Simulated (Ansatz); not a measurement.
Cost and result for the atomization energy of Cl$_{2}$FGeH$_{3}$Si (`F[SiH](Cl)[GeH2][Cl]`) (8 atoms, 7 bonds).

Z-matrix (Å, degrees):
```
Si
Cl 1 2.045
Ge 1 2.383 2 108.4
F 1 1.592 2 108.4 3 -118.4
H 1 1.478 2 108.5 3 124.5
Cl 3 2.163 1 105.9 2 174.3
H 3 1.534 1 113.1 2 -68.4
H 3 1.535 1 112.3 2 58.0
```

Charge 0, multiplicity 1. Correlated methods include outer-core shells of Ge, which these sets cover unevenly. Scalar relativity is left out up to krypton. The geometry is a stationary point of PBE0-D4/def2-TZVP. It is one conformer, not always the lowest. Program: Ansatz. All runs use 4 threads of an Arm Neoverse V2 on a shared host. Times are those of one run each, without the atoms' runs, and a repeat can differ threefold. Electronic energies, without spin–orbit coupling; frozen cores. CCSD(T)/CBS adds CCSD(T) − MP2 in def2-TZVPP to the MP2 limit, and its time is that of the two runs behind it. T1 = 0.011. With those shells the extrapolation isn't a true limit. B3LYP takes the VWN-RPA correlation (the form of Gaussian; ORCA's B3LYP/G).

CCSD(T)/CBS is a level of theory with its own doubt, some kJ/mol a heavy atom from the limit and from the frozen cores, so smaller differences don't rank the functionals.

```tsv
level	functions	wall time	atomization (kcal/mol)	difference from CCSD(T)/CBS	per bond
PBE-D4/def2-TZVPP (with forces)	247	2.4 s	594.4	-2.1	-0.3
PBE0-D4/def2-TZVPP	247	3.8 s	587.5	-9.0	-1.3
r2SCAN-D4/def2-TZVPP (with forces)	247	5.5 s	596.8	0.3	0.0
B3LYP-D4/def2-TZVPP (with forces)	247	6 s	584.6	-11.9	-1.7
B2PLYP/def2-TZVPP	247	6 s	581.2	-15.3	-2.2
ωB97X-V/def2-TZVPP	247	9 s	598.5	2.0	0.3
ωB97M-V/def2-TZVPP (with forces)	247	14 s	592.6	-3.9	-0.6
MP2/def2-QZVPP	446	21 s	602.4	5.9	0.8
CCSD(T)/def2-TZVPP	247	3.2 min	579.0	-17.5	-2.5
CCSD(T)/CBS(def2)	–	3.6 min	596.5	0.0	0.0
```

The D4 term adds +9.2 kcal/mol with B3LYP and +4.9 kcal/mol with PBE0; it sums over pairs of atoms, weighted by their polarisabilities, and B3LYP, whose exchange is more repulsive, gets the larger term. From PBE to PBE0 (25 % exact exchange), in def2-TZVPP and without D4, the atomization energy moves by −6.1 kcal/mol: exact exchange takes away binding that semilocal exchange gives to molecules. In def2-TZVPP, CCSD(T) changes the Hartree–Fock value by +139.0 kcal/mol (the triples alone add +9.5 kcal/mol) and MP2 by +152.0 kcal/mol; breaking electron pairs costs correlation energy, which Hartree–Fock lacks.

For some Ge, Se and Sn compounds the MP2-based and the directly extrapolated limit differ by 10 to 25 kJ/mol.
